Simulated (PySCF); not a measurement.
# Shapes and spin states of ReSe2

Computed with PBE0 in PySCF with Re def2-SVP with ECP60, Se def2-SVP; scalar-relativistic core potentials, no spin–orbit coupling; density-fitted integrals.

Relaxations began from a few typed shapes and spin states; open shells are unrestricted. The search is not exhaustive: other isomers or separated fragments can lie lower, and high-lying points may rest on an excited occupation.

```json
{"spin": "quartet", "group": "C2v", "bonds": "Re–Se 2.244 Å (×2)", "angles": "Se–Re–Se 128.8°", "imaginary modes (cm⁻¹)": "none", "ΔE (kJ/mol)": "0.0", "ΔE with ZPE (kJ/mol)": "0.0"}
{"spin": "doublet (⟨S²⟩ 1.39)", "group": "C2v", "bonds": "Re–Se 2.212 Å (×2)", "angles": "Se–Re–Se 116.4°", "imaginary modes (cm⁻¹)": "none", "ΔE (kJ/mol)": "50.9", "ΔE with ZPE (kJ/mol)": "51.3"}
{"spin": "broken-symmetry Ms = 1/2 (⟨S²⟩ 1.79)", "group": "C2v", "bonds": "Re–Se 2.236 Å (×2)", "angles": "Se–Re–Se 124.8°", "imaginary modes (cm⁻¹)": "none", "ΔE (kJ/mol)": "55.1", "ΔE with ZPE (kJ/mol)": "55.2"}
{"spin": "broken-symmetry Ms = 1/2 (⟨S²⟩ 2.11)", "group": "D∞h", "bonds": "Re–Se 2.326 Å (×2)", "angles": "Se–Re–Se 180.0°", "imaginary modes (cm⁻¹)": "109i, 64i", "ΔE (kJ/mol)": "156.6", "ΔE with ZPE (kJ/mol)": "–"}
{"spin": "broken-symmetry Ms = 3/2 (⟨S²⟩ 4.57)", "group": "Cs", "bonds": "Re–Se 2.340 Å, Re–Se 3.306 Å, Se–Se 2.270 Å", "angles": "Re–Se–Se 45.1°, Re–Se–Se 91.6°, Se–Re–Se 43.4°", "imaginary modes (cm⁻¹)": "none", "ΔE (kJ/mol)": "229.2", "ΔE with ZPE (kJ/mol)": "228.2"}
```

The lowest minimum found is the quartet C2v: Re–Se 2.244 Å (×2); Se–Re–Se 128.8°.

Formally Re is in oxidation state +4, d3, with 3 unpaired electrons (the high-spin count). The Mulliken spin on Re is 3.24. The polar-tensor charge on Re, 0.78, is far below the formal one.

For the lowest minimum: with open d or f shells other occupations or spin states may lie lower. With an element this heavy the missing spin–orbit coupling can shift these numbers.

The electron or spin density has lower symmetry than the nuclear frame for the broken-symmetry Ms = 1/2 (⟨S²⟩ 2.11) D∞h at 156.6 kJ/mol.
